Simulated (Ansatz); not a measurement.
`[F][Sn]([F])([Cl])[Br]` → `[Cl][Sn][Br]` + F₂ at 400 K and 1 bar (stannylene formation by 1,1-elimination).

Isolated molecules relaxed with PBE0-D4/def2-TZVP in Ansatz; ΔE leaves out vibrations. CCSD(T)/CBS is the MP2 limit (def2-TZVPP, def2-QZVPP) plus CCSD(T) − MP2 in def2-TZVPP, frozen cores. This one scheme is used for every species. def2 core potentials past Kr. For Br, Sn outer-core shells are correlated without core-valence functions, which leaves a few kJ/mol of doubt a bond. Scalar relativity is left out up to krypton.

| species | CCSD(T)/CBS energy (Eh) | H − E (kJ/mol) | S (J/(mol·K)) |
| --- | --- | --- | --- |
| `[F][Sn]([F])([Cl])[Br]` | -3446.86348 | 47.3 | 406.9 |
| `[Cl][Sn][Br]` | -3247.23683 | 24.0 | 339.6 |
| F₂ | -199.39789 | 18.5 | 211.0 |

H − E and S are ideal-gas, rigid-rotor, harmonic terms from PBE0-D4/def2-TZVP. 1 Eh = 2625.50 kJ/mol, R = 8.31446 J/(mol·K).

**Question.** By hand: ΔE, ΔH, ΔS and ΔG.

**Answer.** ΔE = (-3247.23683) + (-199.39789) − (-3446.86348) = 0.22876 Eh = 600.6 kJ/mol. Δ(H − E) = 24.0 + 18.5 − 47.3 = -4.8, so ΔH = 595.8 kJ/mol. ΔS = 339.6 + 211.0 − 406.9 = 143.7 J/(mol·K). ΔG = 595.8 − 400 × (143.7)/1000 = 538.3 kJ/mol.

**Question.** By hand: the equilibrium constant, and the temperature at which ΔG would vanish if ΔH and ΔS stayed fixed.

**Answer.** log₁₀ K = −ΔG/(RT ln 10) = -70.3. ΔG = 0 at ΔH/ΔS = 4146 K, far beyond where these terms or the molecules hold.

The number of gas molecules changes by +1, which sets the sign of ΔS. A doubt of 5 kJ/mol in ΔE shifts log₁₀ K by 0.7 here. These are equilibria of isolated gas molecules and say nothing of rates. Largest T1 diagnostic: 0.012 (customary marks: 0.02 for closed shells, 0.045 for open ones).
